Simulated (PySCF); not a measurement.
SMILES O(c1cc(-c2cccs2)ccc1)C (C11H10OS) (GFN2-xTB optimised geometry):

```
23

C      0.933    -4.182     0.051
O      0.110    -3.042     0.043
C      0.699    -1.813     0.021
C      2.072    -1.588     0.000
C      2.545    -0.285    -0.021
C      1.679     0.787    -0.021
C      0.297     0.577     0.000
C     -0.619     1.700     0.000
C     -1.989     1.700     0.000
C     -2.552     2.991     0.000
C     -1.613     3.972     0.001
S     -0.019     3.336     0.000
C     -0.176    -0.731     0.021
H      1.576    -4.208     0.937
H      1.553    -4.238    -0.849
H      0.256    -5.034     0.075
H      2.774    -2.406    -0.001
H      3.611    -0.113    -0.037
H      2.065     1.795    -0.037
H     -2.585     0.806    -0.001
H     -3.611     3.180     0.000
H     -1.754     5.034     0.001
H     -1.232    -0.944     0.039
```

Calculation: PBE/def2-SVP in PySCF 2.14.0.

What are the frontier orbital energies and the dipole moment?

HOMO-2 -6.14 eV, HOMO-1 -5.40 eV, HOMO -5.10 eV, LUMO -1.81 eV, LUMO+1 -0.80 eV; dipole moment 1.35 D.

Meta-Löwdin charges at PBE/def2-SVP: C1 -0.10, O2 -0.31, C3 0.20, C4 -0.18, C5 -0.09, C6 -0.14, C7 0.01, C8 -0.10, C9 -0.14, C10 -0.13, C11 -0.24, S12 0.25, C13 -0.14, H14 0.10, H15 0.10, H16 0.12, H17 0.11, H18 0.11, H19 0.10, H20 0.12, H21 0.12, H22 0.13, H23 0.11.
